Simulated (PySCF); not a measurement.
Excitations are Tamm–Dancoff values on a coarser integration grid. The basis has no diffuse functions, so Rydberg states are missing or too high.

Cartesian coordinates (Å):
SMILES: C=C=[CH][GeH3]
```xyz
10

C      1.9225    -1.0678    -0.3658
C      1.0506    -0.2506     0.1518
C      0.1527     0.5491     0.6409
Ge    -1.6764     0.5862    -0.0455
H      2.5452    -0.7696    -1.2010
H      2.0582    -2.0681     0.0282
H      0.4153     1.2201     1.4539
H     -1.9977     1.9876    -0.5979
H     -1.8055    -0.4629    -1.1587
H     -2.6649     0.2759     1.0941
```
Charge 0, multiplicity 1.

Q: What dipole moment, S1 oscillator strength, HOMO, S1–T1 gap (TDA) and LUMO does PBE-D3(BJ)/def2-TZVP // B3LYP-D3(BJ)/def2-TZVP run with PySCF give?

A: 
```json
{
  "dipole_moment": "0.27 D",
  "S1 oscillator strength": "0.002",
  "HOMO": "-6.29 eV",
  "S1–T1 gap (TDA)": "0.88 eV",
  "LUMO": "-0.98 eV"
}
```
